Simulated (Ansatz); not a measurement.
Abridged output of a molecular run in Ansatz:

```
Functional definition: HF
1756 factors; integrals over basis functions are off by at most 1.3e-3 eV
mean field evaluation 1: about -22352.7171 eV, gradient 6.1e1 eV
mean field evaluation 2: about -22352.9656 eV, gradient 6.1e1 eV
mean field evaluation 4: about -22359.9639 eV, gradient 4.4e0 eV
mean field evaluation 8: about -22360.0709 eV, gradient 3.7e-1 eV
mean field evaluation 16: about -22360.0716 eV, gradient 2.0e-6 eV
mean field -22360.07163401 eV, -821.7174763491 hartree, gradient 2.0e-6 eV, S^2 0.000000; 0 other end points of the search recorded, 0 dependent functions left out
14 core orbitals not correlated: weight in the atoms' cores, before any rotation towards them, 1.000 or more for the frozen orbitals, at most 0.000 for the correlated occupied ones
reference -22360.07163401 eV, -821.7174763491 hartree; 18, 18 occupied and 260, 260 virtual orbitals, 1756 factors
second order -29.95233094 eV of doubles, -0.00000000 eV of singles
cycle   1  -30.10469739 eV  change   -1.5e-1 eV  update   1.2e-1
cycle   2  -30.76679165 eV  change   -6.6e-1 eV  update   3.5e-2
cycle   3  -30.93486350 eV  change   -1.7e-1 eV  update   1.9e-2
cycle   4  -30.91648312 eV  change    1.8e-2 eV  update   4.4e-3
cycle   5  -30.91366732 eV  change    2.8e-3 eV  update   2.2e-3
cycle   6  -30.91519867 eV  change   -1.5e-3 eV  update   7.3e-4
cycle   7  -30.91492324 eV  change    2.8e-4 eV  update   2.8e-4
cycle   8  -30.91477404 eV  change    1.5e-4 eV  update   8.9e-5
cycle   9  -30.91480335 eV  change   -2.9e-5 eV  update   3.5e-5
perturbative correction -1.05594813 eV, -0.0388053780 hartree
Total energy: -22392.04238549 eV, -822.8923797952 hartree
```

Its atoms:

```xyz
12

C    -0.5488    1.3404   -1.2659
Si    0.4517    0.2409   -0.1426
O     1.3715    1.1425    0.8859
F     1.4405   -0.5809   -1.1238
Al   -0.7189   -1.3853    1.3047
O    -0.1828   -2.9969    1.3038
H    -1.1248    0.7486   -1.9821
H     0.1038    2.0085   -1.8369
H    -1.2472    1.9530   -0.6904
H     1.8544    1.8933    0.5334
H    -1.9517   -1.0740    2.2473
H     0.5522   -3.2900    0.7665
```

Task: Which basis set was used?
A. cc-pV(D+d)Z
B. def2-SVPD
C. def2-TZVPP
D. cc-pV(Q+d)Z

Result: C. It gives 292 functions.

Task: Write the keys of the input that set method, charge and spin (a neutral closed shell needs none for the last two).

Result: 
```yaml
correlation: {method: ccsd_t}
```
